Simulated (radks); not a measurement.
The numbers below are computed, except where a source is named.
The cerium ion Ce2+ inside a hard spherical wall (all orbitals vanish at R), configuration held at [Xe] 4f2 and not refilled when levels cross. Code: a radial shooting solver on a logarithmic mesh with Libxc functionals. Model: scalar-relativistic Kohn-Sham, PBE, spin-polarised, spherical densities, finite nucleus; open shells are filled with parallel spins first (spin-orbit coupling, left out, can overturn this in heavy ions); Fermi nuclear charge, rms radius 4.8771 fm. Eigenvalues in eV for spin up, with the zero of energy where the potential of the charges vanishes at infinity; a dash marks a level that is unbound or too diffuse for the functional's potential to be trusted. A positive occupied level is held by the wall or, in an anion where self-interaction has pushed it up, behind a barrier. The pressure on the wall is -dE/dV.

R (bohr),E (hartree),kinetic (hartree),e(4d),e(5s),e(5p),"e(5d, empty)",e(4f),"e(6s, empty)",pressure (GPa)
free,-8859.4799,9389.259,-117.07,-50.433,-33.554,-13.576,-13.425,-13.088,0
20,-8859.4799,9389.259,-117.07,-50.433,-33.554,-13.576,-13.425,-13.088,< 0.0001
12,-8859.4799,9389.259,-117.07,-50.433,-33.554,-13.576,-13.425,-13.088,< 0.0001
7,-8859.4797,9389.260,-117.05,-50.419,-33.541,-13.517,-13.406,-12.773,0.0157
5,-8859.4700,9389.355,-116.66,-50.153,-33.283,-12.637,-13.039,-9.482,2.05
4,-8859.3834,9390.051,-115.05,-48.979,-32.015,-9.816,-11.492,-0.880,32.7
3.5,-8859.1700,9391.486,-112.53,-47.075,-29.809,-5.833,-9.078,10.142,139
3,-8858.4746,9395.421,-107.07,-42.570,-24.363,2.888,-3.779,32.810,618
